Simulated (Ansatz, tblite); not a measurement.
Cost and result up the ladder for SnH₄ (5 atoms). Charge 0, multiplicity 1. Geometry: PBE-D4/def2-TZVP.

```xyz
5

Sn    0.0001   -0.0001   -0.0001
H    -0.6209    0.7073   -1.4351
H     0.8437   -1.4425   -0.3912
H    -1.2958   -0.3658    1.0638
H     1.0728    1.1011    0.7626
```

Ansatz on 4 threads of Arm Neoverse V2 on a shared host; xTB runs through tblite on one thread. Times are rough, summed over both states, and most runs start from the orbitals of an earlier one. PBE0-D4/def2-TZVP serves as the yardstick here, not as an exact answer. The other state is a triplet.

In the def2 sets Sn takes a core potential; there is no spin–orbit coupling. The xTB rows come from tblite.

xTB has no spin-polarisation term.

```csv
level,functions,wall time,vertical triplet (eV),difference from PBE0-D4/def2-TZVP (eV)
GFN2-xTB,13,0.003 s,7.45,0.33
GFN1-xTB,17,0.004 s,8.87,1.74
PBE-D4/def2-TZVP,74,0.8 s,6.89,-0.23
PBE0-D4/def2-TZVP,74,1.1 s,7.13,0.00
r2SCAN-D4/def2-TZVP,74,1.8 s,7.05,-0.08
```
